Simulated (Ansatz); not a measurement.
Relaxation of C₂H₆BClFSb (12 atoms, charge 0, multiplicity 1), to a largest force component of 0.015 eV/Å in at most 40 steps.

Computed with Ansatz, RKS B3LYP-D4/def2-SVP.

```xyz
12
Properties=species:S:1:pos:R:3
C -0.804 -0.684 1.319
B -0.182 -0.194 -0.063
C 1.310 -0.526 -0.395
Sb -1.327 0.949 -1.560
F -1.127 -0.363 -2.979
Cl -3.429 0.068 -0.789
H -0.098 -1.184 1.945
H -1.677 -1.284 1.084
H -1.203 0.277 1.894
H 1.906 0.419 -0.505
H 1.386 -1.134 -1.287
H 1.821 -1.088 0.470
```

Q: Where does it end, and by what steps?

A: The run converged. After 21 steps the energy has fallen by 0.448 eV; Cl6 moved furthest, 1.58 Å.

```json
{"step": "0", "energy less start (eV)": "0.0000", "largest force component (eV/Å)": "3.152", "accepted": "yes"}
{"step": "1", "energy less start (eV)": "-0.2888", "largest force component (eV/Å)": "0.827", "accepted": "yes"}
{"step": "2", "energy less start (eV)": "-0.3486", "largest force component (eV/Å)": "0.284", "accepted": "yes"}
{"step": "3", "energy less start (eV)": "-0.3696", "largest force component (eV/Å)": "0.124", "accepted": "yes"}
{"step": "4", "energy less start (eV)": "-0.3749", "largest force component (eV/Å)": "0.106", "accepted": "yes"}
{"step": "5", "energy less start (eV)": "-0.3778", "largest force component (eV/Å)": "0.111", "accepted": "yes"}
{"step": "6", "energy less start (eV)": "-0.3813", "largest force component (eV/Å)": "0.305", "accepted": "yes"}
{"step": "7", "energy less start (eV)": "-0.3875", "largest force component (eV/Å)": "0.251", "accepted": "yes"}
{"step": "8", "energy less start (eV)": "-0.3960", "largest force component (eV/Å)": "0.185", "accepted": "yes"}
{"step": "9", "energy less start (eV)": "-0.4035", "largest force component (eV/Å)": "0.271", "accepted": "yes"}
{"step": "10", "energy less start (eV)": "-0.4111", "largest force component (eV/Å)": "0.335", "accepted": "yes"}
{"step": "11", "energy less start (eV)": "-0.4143", "largest force component (eV/Å)": "0.265", "accepted": "yes"}
{"step": "12", "energy less start (eV)": "-0.4257", "largest force component (eV/Å)": "0.205", "accepted": "yes"}
{"step": "13", "energy less start (eV)": "-0.4357", "largest force component (eV/Å)": "0.248", "accepted": "yes"}
{"step": "14", "energy less start (eV)": "-0.4401", "largest force component (eV/Å)": "0.213", "accepted": "yes"}
{"step": "15", "energy less start (eV)": "-0.4429", "largest force component (eV/Å)": "0.125", "accepted": "yes"}
{"step": "16", "energy less start (eV)": "-0.4458", "largest force component (eV/Å)": "0.078", "accepted": "yes"}
{"step": "17", "energy less start (eV)": "-0.4468", "largest force component (eV/Å)": "0.072", "accepted": "yes"}
{"step": "18", "energy less start (eV)": "-0.4473", "largest force component (eV/Å)": "0.036", "accepted": "yes"}
{"step": "19", "energy less start (eV)": "-0.4467", "largest force component (eV/Å)": "0.090", "accepted": "no"}
{"step": "20", "energy less start (eV)": "-0.4476", "largest force component (eV/Å)": "0.017", "accepted": "yes"}
{"step": "21", "energy less start (eV)": "-0.4478", "largest force component (eV/Å)": "0.011", "accepted": "yes"}
```

```xyz
12
Properties=species:S:1:pos:R:3
C -0.734 -0.342 1.564
B -0.276 -0.192 0.077
C 1.018 -0.781 -0.550
Sb -1.670 0.928 -1.383
F -0.459 0.635 -2.901
Cl -2.786 -1.225 -1.442
H -0.042 -0.927 2.192
H -1.718 -0.848 1.579
H -0.901 0.640 2.043
H 1.809 -0.034 -0.319
H 0.993 -0.871 -1.646
H 1.340 -1.726 -0.081
```

Whether the end is a true minimum wasn't checked by a vibrational analysis.

The run took 2.3 min on 2 threads of Arm Neoverse V1 (shared host), peak memory 0.41 GiB.
